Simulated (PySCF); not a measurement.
# One molecule, several mistakes: BClH5Si2

Calculated results; nothing here was measured. They come from PySCF 2.14.0, an open-source quantum chemistry program, on an isolated molecule that a program drew, which may never have been made. The molecule is BClH5Si2 (charge 0, doublet), drawn as the SMILES string `[SiH3][SiH]BCl`.

Each row is a Hartree-Fock (HF) and frozen-core CCSD(T) single point in the cc-pV(D+d)Z basis, meant for a local HF minimum. Run 1 is clean. Each other run has one planted mistake out of seven kinds, and not every kind appears here: one electron removed, one electron added, multiplicity raised by two, geometry at a saddle point, minimal basis STO-3G, one bond length entered in bohr, all coordinates scaled. The reference is restricted for singlets and unrestricted otherwise, and also for a bond in bohr. Adding or removing an electron swaps singlet and doublet. Electrons count all cores. HOMO and LUMO are orbital energies over both spins, the gradient is its largest component, and the lowest frequency (negative if imaginary) is given only where the gradient is small. Bond lengths are over the 8 bonds as drawn. T1 is the CCSD diagnostic: over 0.02 (restricted) or 0.045 (unrestricted) a single reference is doubtful.

Geometry of the clean run:
```xyz
9
BClH5Si2, angstrom
Si    0.8054   -0.7047   -0.1907
Si   -0.3494   -1.6648    1.6222
B    -0.6839   -0.7075    3.3307
Cl   -0.4514    1.0459    3.4397
H     2.2695   -0.7123    0.0370
H     0.5108   -1.4894   -1.4121
H     0.3511    0.6905   -0.3769
H    -0.3375   -3.1443    1.6810
H    -1.0854   -1.2540    4.3131
```

| run | electrons | basis functions | <S^2> | HOMO (eV) | LUMO (eV) | gradient (hartree/bohr) | lowest frequency (cm^-1) | mean bond (Å) | longest bond (Å) | T1 | HF (hartree) | CCSD(T) (hartree) | mistake |
|---|---|---|---|---|---|---|---|---|---|---|---|---|---|
| 1 | 55 | 108 | 0.765 | -8.49 | 0.29 | 3.0e-05 | 50 | 1.6537 | 2.354 | 0.0166 | -1064.96702 | -1065.45203 | no fault |
| 2 | 55 | 37 | 0.764 | -5.87 | 4.85 | 3.8e-02 | - | 1.6537 | 2.354 | 0.0172 | -1053.06323 | -1053.22522 | minimal basis STO-3G |
| 3 | 55 | 108 | 1.612 | -8.64 | 0.38 | 8.9e-03 | - | 1.8184 | 2.798 | 0.0332 | -1064.86818 | -1065.33766 | one bond length entered in bohr |
| 4 | 55 | 108 | 3.773 | -6.15 | -2.40 | 5.7e-02 | - | 1.6537 | 2.354 | 0.0314 | -1064.80094 | -1065.28481 | multiplicity raised by two |
| 5 | 56 | 108 | 0.000 | -1.39 | 7.16 | 3.8e-02 | - | 1.6537 | 2.354 | 0.0176 | -1064.98473 | -1065.50743 | ? |

**Which mistake was planted in run 5, and what did it cost?**

It counts 56 electrons, one more than the clean run, at the same geometry and basis. So the mistake is: one electron added. Subtracting run 1 and multiplying by 627.51 kcal/mol a hartree, the energy moved by -11.1 kcal/mol in HF and -34.8 kcal/mol in CCSD(T).

